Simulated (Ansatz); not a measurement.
Species: SnH4, charge 0, singlet. SnH4 (SMILES [SnH4]).
B3LYP-D3(BJ)/def2-TZVP minimum from Ansatz (a program for electronic structure):
```
Sn
H 1 1.7085
H 1 1.7085 2 109.47
H 1 1.7085 2 109.47 3 120.00
H 1 1.7085 2 109.47 4 120.00
```

Total energies in def2-QZVPP, 8 correlated electrons, 9 frozen orbitals. Radicals and triplets start from unrestricted determinants; spin-orbit coupling is neglected. Cores are frozen in correlated methods (noble-gas shells, and filled d and f shells in the p block). Past Kr the def2 sets carry scalar-relativistic core potentials. Spin-orbit terms, left out, reach several kcal/mol for Br and I, and more for heavier atoms.

| method | program | energy (Eh) | minus CCSDT(Q) (mEh) |
|---|---|---|---|
| HF | Ansatz | -215.64638 | 167.87 |
| MP2 | Ansatz | -215.78290 | 31.36 |
| CCSD | Ansatz | -215.80993 | 4.32 |
| CCSD(T) | Ansatz | -215.81349 | 0.76 |
| CCSDT(Q) | Ansatz | -215.81425 | 0.00 |

Rough core times of Ansatz's runs on a shared machine: CCSD(T) 30 s, CCSDT(Q) 20 min.
